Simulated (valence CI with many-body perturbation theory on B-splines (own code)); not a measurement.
Results of a calculation; reference values are marked as such.
**Ho²⁶⁺ in three bases**

Method: relativistic CI+MBPT: five valence electrons over a frozen Dirac-Fock core [Kr], a basis of 7 s, 7 p, 8 d, 6 f, 4 g, 1 h functions for each j, with the one-electron correlation potential Σ1, the two-electron term Σ2, the three-electron term Σ3, Breit, model QED; selected CI, second order for the rest, scaled by the run's own slope (own B-spline code, finite nucleus).

No measured spectrum was set against this ion. As an estimate, large intervals hold to a few tenths of a per cent, small ones and those within an open d or f shell to about a per cent. Among the levels kept, up to 470 cm⁻¹ of a level comes from second order outside the variational space, and about a tenth of that is noise between levels of different J, which matters for small intervals. Only levels of the ground parity were solved; by the run's estimate the other parity begins above the list, which can be wrong where configurations are misplaced.

The reference run has the lowest level (4d3/2^4 4d5/2) J=5/2 and an ionisation energy of 930.438 eV. Its largest variational space holds 19999 state functions.

Levels are named by their leading jj configuration (3d3/2^4 stands for four electrons in 3d with j = 3/2), which in mixed levels can hold well under half, so a name can repeat and another be missing. Letters in brackets count levels of one name in rising energy.

Changed runs:
A. basis 6 s, 6 p, 5 d, 5 f, 1 g
B. basis 5 s, 5 p, 4 d, 4 f

Excitation energies of the reference run in cm⁻¹, and shifts in cm⁻¹:

| Level | Reference | A | B |
| --- | --- | --- | --- |
| (4d3/2^3 4d5/2^2) J=5/2 [a] | 52966 | -32 | +132 |
| (4d3/2^3 4d5/2^2) J=7/2 [a] | 83754 | +82 | +765 |
| (4d3/2^3 4d5/2^2) J=3/2 [a] | 86724 | +94 | +731 |
| (4d3/2^3 4d5/2^2) J=11/2 | 89879 | +124 | +725 |
| (4d3/2^3 4d5/2^2) J=9/2 | 98295 | +93 | +925 |
| (4d3/2^3 4d5/2^2) J=5/2 [b] | 102176 | +65 | +912 |
| (4d3/2^3 4d5/2^2) J=1/2 | 107257 | +105 | +930 |
| (4d3/2^3 4d5/2^2) J=7/2 [b] | 118529 | +199 | +1446 |
| (4d3/2^2 4d5/2^3) J=5/2 [a] | 136670 | +86 | +679 |
| (4d3/2^3 4d5/2^2) J=3/2 [b] | 146983 | +263 | +1417 |
| (4d3/2^2 4d5/2^3) J=7/2 [a] | 151105 | +9.1 | +794 |
| (4d3/2^2 4d5/2^3) J=11/2 | 155493 | +79 | +692 |
| Ionisation energy (eV) | 930.438 | -0.068 | -0.145 |
